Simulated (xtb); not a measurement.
C₅H₁₁O₃Si (SMILES C=[C][Si](OC)(OC)OC), doublet, geometry from GFN2-xTB; GFN0-xTB in xtb.

Input for xtb:
```
$ xtb mol.xyz --gfn 0 --uhf 1 --json

# file mol.xyz
20

C      0.25473358    -2.47061805    -1.61680251
C      0.43458151    -1.47576521    -0.81249238
Si     0.01275147     0.09278746     0.08135978
O      1.23086558     1.15890089    -0.01229605
C      2.52262048     1.02300604     0.50528301
O     -0.27218109    -0.21339121     1.64768540
C     -1.32254073    -0.95640572     2.19301956
O     -1.30300575     0.84818837    -0.51421680
C     -1.42236083     1.49488080    -1.74707950
H      0.99642972    -3.25171015    -1.75398004
H     -0.64169987    -2.61532883    -2.22087272
H      2.48925587     0.77650130     1.56758066
H      3.03822725     1.97398997     0.36594804
H      3.06434248     0.23438162    -0.02232683
H     -1.21813836    -2.01275110     1.93297092
H     -2.28425438    -0.59697246     1.82354500
H     -1.28174078    -0.84374650     3.27706891
H     -2.36318200     2.04684569    -1.74331578
H     -1.43325809     0.76496654    -2.56101375
H     -0.59213621     2.18462818    -1.90559112
```

The log (banner, timings and long lists left out):

```
   ID    Z sym.   atoms
    1    6 C      1, 2, 5, 7, 9
    2   14 Si     3
    3    8 O      4, 6, 8
    4    1 H      10-20

           -------------------------------------------------
          |                Calculation Setup                |
           -------------------------------------------------

           -------------------------------------------------
          |                 G F N 0 - x T B                 |
           -------------------------------------------------

          ...................................................
          :                      SETUP                      :
          :.................................................:
          :  # basis functions                  64          :
          :  # atomic orbitals                  63          :
          :  # shells                           41          :
          :  # electrons                        53          :
          :  electronic temp.          300.0000000     K    :
          :  accuracy                    1.0000000          :
          :  -> integral cutoff          0.2500000E+02      :
          :  -> integral neglect         0.1000000E-07      :
          ...................................................

         :::::::::::::::::::::::::::::::::::::::::::::::::::::
         ::                     SUMMARY                     ::
         :::::::::::::::::::::::::::::::::::::::::::::::::::::
         :: total energy             -28.158444096426 Eh    ::
         :: gradient norm              0.038203007753 Eh/a0 ::
         :: HOMO-LUMO gap              2.601464106978 eV    ::
         ::.................................................::
         :: H0 energy                -28.312856097103 Eh    ::
         :: repulsion energy           0.350126240104 Eh    ::
         :: electrostat energy        -0.151758027043 Eh    ::
         :: -> Gsolv                   0.000000000000 Eh    ::
         ::    -> Gsasa                0.000000000000 Eh    ::
         ::    -> Gshift               0.000000000000 Eh    ::
         :: dispersion energy         -0.007066903119 Eh    ::
         :: short-range corr.         -0.036889309266 Eh    ::
         :: add. restraining           0.000000000000 Eh    ::
         :: total charge               0.000000000000 e     ::
         :::::::::::::::::::::::::::::::::::::::::::::::::::::

           -------------------------------------------------
          |                Property Printout                |
[...]
    18   1 H        0.924     0.093     1.846     2.125
    19   1 H        0.924     0.077     2.011     2.217
    20   1 H        0.924     0.097     1.812     2.105

 Mol. C6AA /au·bohr⁶  :       4468.837144
 Mol. C8AA /au·bohr⁸  :     125299.213211
 Mol. α(0) /au        :        105.228055

Wiberg/Mayer (AO) data.
largest (>0.10) Wiberg bond orders for each atom

 ---------------------------------------------------------------------------
     #   Z sym  total        # sym  WBO       # sym  WBO       # sym  WBO
 ---------------------------------------------------------------------------
     1   6 C    3.991 --     2 C    2.059    10 H    0.934    11 H    0.924
     2   6 C    3.236 --     1 C    2.059     3 Si   0.975
     3  14 Si   4.341 --     6 O    1.077     4 O    1.074     8 O    1.066
                             2 C    0.975
     4   8 O    2.191 --     3 Si   1.074     5 C    0.984
     5   6 C    3.946 --     4 O    0.984    13 H    0.980    14 H    0.979
                            12 H    0.979
     6   8 O    2.194 --     3 Si   1.077     7 C    0.984
     7   6 C    3.946 --     6 O    0.984    17 H    0.980    15 H    0.980
                            16 H    0.979
     8   8 O    2.220 --     3 Si   1.066     9 C    0.986
     9   6 C    3.946 --     8 O    0.986    18 H    0.979    20 H    0.979
                            19 H    0.979
    10   1 H    0.996 --     1 C    0.934
    11   1 H    0.989 --     1 C    0.924
    12   1 H    0.993 --     5 C    0.979
    13   1 H    1.005 --     5 C    0.980
    14   1 H    0.995 --     5 C    0.979
    15   1 H    0.994 --     7 C    0.980
    16   1 H    0.993 --     7 C    0.979
    17   1 H    1.005 --     7 C    0.980
    18   1 H    1.005 --     9 C    0.979
    19   1 H    0.994 --     9 C    0.979
    20   1 H    0.994 --     9 C    0.979
 ---------------------------------------------------------------------------

Topologies differ in total number of bonds
Writing topology from bond orders to xtbtopo.mol

 dipole moment from electron density (au)
     X       Y       Z
  -0.1513  -0.3913  -0.4037  total (Debye):    1.480

           -------------------------------------------------
          | TOTAL ENERGY              -28.158444096426 Eh   |
          | GRADIENT NORM               0.038203007753 Eh/α |
          | HOMO-LUMO GAP               2.601464106978 eV   |
           -------------------------------------------------

normal termination of xtb
```
